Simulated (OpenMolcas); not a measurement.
Sb3+: effect of the active space

```yaml
Program: OpenMolcas
Method: SS-CASPT2 or its RAS form, IPEA 0.25 Eh, imaginary shift 0.1 Eh
Basis: ANO-R2
Scalar_Hamiltonian: X2C, finite nucleus
Spin-orbit_coupling: RASSI with atomic mean-field integrals over the reference wave functions, term energies averaged over their components
```

A. 2 electrons in 4 orbitals (5s 5p); 2S+1 = 3 even, 3 roots; 2S+1 = 1 even, 7 roots; 2S+1 = 3 odd, 3 roots; 2S+1 = 1 odd, 3 roots; closed shells correlated: 4d; CASPT2 step roughly 2.6 core-seconds
B. 2 electrons in 8 orbitals (5s 5p 6s 6p); 2S+1 = 3 even, 3 roots; 2S+1 = 1 even, 7 roots; 2S+1 = 3 odd, 3 roots; 2S+1 = 1 odd, 3 roots; closed shells correlated: 4d; CASPT2 step about 4 core-seconds
C. 2 electrons in 9 orbitals (RAS2 5s 5p; RAS3 5d, at most 2 electrons); 2S+1 = 3 even, 3 roots; 2S+1 = 1 even, 7 roots; 2S+1 = 3 odd, 3 roots; 2S+1 = 1 odd, 3 roots; closed shells correlated: 4d; CASPT2 step of the order of 5 core-seconds

Energies in cm⁻¹ above 5s² ¹S₀, the measured ground level; measured values from Moore, Atomic Energy Levels, vol. III, NSRDS-NBS 35 (1971 reprint of NBS Circular 467, 1958).

```json
{"Level": "5s² ¹S₀", "A": "0.0", "B": "0.0", "C": "0.0", "Measured": "0.0"}
{"Level": "5s 5p ³P°₀", "A": "64040", "B": "63810", "C": "64500", "Measured": ""}
{"Level": "5s 5p ³P°₁", "A": "66020", "B": "65780", "C": "66460", "Measured": "66700"}
{"Level": "5s 5p ³P°₂", "A": "70900", "B": "70670", "C": "71340", "Measured": "72560"}
{"Level": "5s 5p ¹P°₁", "A": "93890", "B": "93440", "C": "94190", "Measured": "95952"}
{"Level": "5p² ³P₀", "A": "151280", "B": "151070", "C": "151720", "Measured": "152076"}
```

Deviations, from unrounded energies. A percentage is the sum of absolute deviations over the sum of measured energies, with the sign that they share, or ± where signs differ.

| Against measurement | Levels | A | B | C |
| --- | --- | --- | --- | --- |
| mean absolute deviation (cm-1) | 4 | 1300 | 1600 | 900 |
| other configurations (%) | 4 | -1.3 | -1.6 | -0.9 |

C lies closest to measurement on these levels and B furthest from it. The largest miss of C in the table is 5s 5p ¹P°₁, by -1800 cm-1. The ranking rests on the paired levels alone, and a cruder setting can come out closer through cancelling errors.

Among A to C the level of the table that moves most is 5s 5p ¹P°₁, by 750 cm-1 (lowest in B, highest in C). Moves below CASPT2's spread within the term are not significant.

Over all roots computed the reference weight is 0.89 to 0.94 in A, 0.87 to 0.94 in B; the roots of lowest weight are the least certain, and an intruder state may touch them. The ¹D term of p² mixes with s d, which this space lacks (holds for A; B). Active for correlation alone: 6p 6s; no level in the range computed is led by a configuration that fills them, so any true level of that kind is missing (holds for B). Active for correlation alone: 5d; no level in the range computed is led by a configuration that fills it, so any true level of that kind is missing (holds for C). Computed and measured levels are paired by configuration, term and J; levels that our copy of the source lacks, or whose pairing is in doubt (as where it misses far off the trend of its configuration), stay unpaired and out of the deviations. Levels of configurations outside the active space are missing. Levels that lie high or do not pair safely by name in every column are left out.

° marks odd parity.
